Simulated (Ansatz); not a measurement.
A made-up structure of InAlH4, closed shell:

Al1  (-0.329, -0.904, 0.055)
In2  (0.309, 0.851, -0.052)
H3  (-1.774, -0.961, 0.691)
H4  (0.719, -1.940, -0.514)
H5  (-0.096, 1.620, -1.519)
H6  (1.170, 1.334, 1.339)
(Å)

It is relaxed with PBE-D4/def2-SVP and then PBE0-D4/def2-TZVP (Ansatz 0.2.0). Atoms count as bonded within 1.22 times the sum of their covalent radii (H–H: 0.88 Å). The end point is not checked to be a true minimum.

(1) Does its bonding change? (Judge from chemistry; the calculation decides.)

Answers

(1) Computed: No: no bond forms or breaks.

Where it ends: The first stage lowers the energy by 5.57 eV in 7 steps. It ends as InAlH₄ ([AlH2][InH2]):
Al1  (-0.468, -1.287, 0.078)
In2  (0.441, 1.212, -0.074)
H3  (-1.905, -1.614, 0.683)
H4  (0.402, -2.521, -0.432)
H5  (0.179, 2.237, -1.451)
H6  (1.352, 1.972, 1.195)
(Å)

Labels in which every atom is bracketed show which atoms are joined, not bond orders.

For scale, one of the runs: PBE0-D4/def2-TZVP relaxation, 111 basis functions, launched by `ansatz run in.yaml --threads 2 --pin off --events-out ev --progress --plain --max-ram 4352MiB`. Hardware: 2 CPU threads of an Arm Neoverse V1, shared host. Wall time about 9.5 s.
